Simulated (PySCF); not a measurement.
## Assignment exercise: C7H12O2S

Geometry (Å), atoms numbered from 1 in this order:
```xyz
22

C     3.9631   -0.3551   -0.0376
S     2.2232   -0.5400   -0.3777
O     2.0467   -0.4150   -1.8248
O     1.7627   -1.7520    0.2997
C     1.5044    0.8734    0.4257
C     0.1812    1.0610    0.4114
C    -0.8140    0.1513   -0.2131
C    -2.2110    0.6785   -0.5981
C    -2.8046   -0.6572   -0.1131
C    -1.5206   -0.8804    0.7058
H     4.1331   -0.3884    1.0458
H     4.3264    0.5781   -0.4860
H     4.4337   -1.2194   -0.5244
H     2.2010    1.5436    0.9362
H    -0.2102    1.9346    0.9486
H    -0.3581   -0.3766   -1.0640
H    -2.3712    0.9802   -1.6439
H    -2.5110    1.5127    0.0574
H    -3.7629   -0.6296    0.4258
H    -2.8880   -1.3835   -0.9357
H    -1.6211   -0.4938    1.7324
H    -1.0633   -1.8784    0.7463
```

How the numbers were obtained: KT2/pcSseg-1 with gauge-including orbitals, geometry: PBE0-D3(BJ)/def2-SVP, in PySCF (one conformer, non-relativistic Hamiltonian, in vacuum, rapidly exchanging positions averaged).

Chemical shifts δ = σref − σ; $^{13}$C (σref 183.22), $^{1}$H (σref 31.18) against TMS, all at this level.

Task: Assign these signals to the numbered atoms. $^{13}$C{$^{1}$H} NMR (computed): δ 144.8 (CH), 130.4 (CH), 45.4 (CH3), 39.6 (CH), 34.7 (CH2), 23.0 (CH2).

Result: 
```tsv
δ (ppm)	atoms	environment	reason
144.8	C6	alkene CH	an sp2 carbon of a C=C bond
130.4	C5	alkene CH	–
45.4	C1	methyl carbon bonded to S	–
39.6	C7	allylic sp3 CH	aliphatic region, no heteroatom directly attached
34.7	C8/C10	sp3 CH2 in a ring	aliphatic region, no heteroatom directly attached
23.0	C9	sp3 CH2 in a ring	–
```

Task: Assign these signals to the numbered atoms. $^{1}$H NMR (400 MHz, computed): δ 6.22 (m, 1H), 6.06 (m, 1H), 4.35 (m, 1H), 2.60 (s, 3H), 2.44 (m, 2H), 2.02 (m, 1H), 1.81 (m, 2H), 1.70 (m, 1H).

Result: 
| δ (ppm) | atoms | environment | reason |
| --- | --- | --- | --- |
| 6.22 | H14 | hydrogen on an alkene CH | olefinic region |
| 6.06 | H15 | hydrogen on an alkene CH | – |
| 4.35 | H16 | hydrogen on an allylic sp3 CH | – |
| 2.60 | H11/H12/H13 | hydrogen on a methyl carbon bonded to S | – |
| 2.44 | H17/H22 | hydrogen on an sp3 CH2 in a ring | – |
| 2.02 | H20 | hydrogen on an sp3 CH2 in a ring | – |
| 1.81 | H18/H21 | hydrogen on an sp3 CH2 in a ring | – |
| 1.70 | H19 | hydrogen on an sp3 CH2 in a ring | far from electronegative atoms and π systems |

H18/H21 and H19 lie closer than the usual error of such a calculation, so a measured spectrum could show them in the other order.

Shifts are as computed. Against solution values, carbons near 30 ppm lie about +2 ppm off and those near 130 ppm about -5 ppm. Of 1211 compounds with measured shifts, 218 miss one by over three times the rms of a fit or turn the order of signals round; such compounds aren't used in these exercises. Multiplicities follow the n + 1 count of equivalent neighbours, as no J values were calculated; m marks all less simple cases, F and P coupling included.
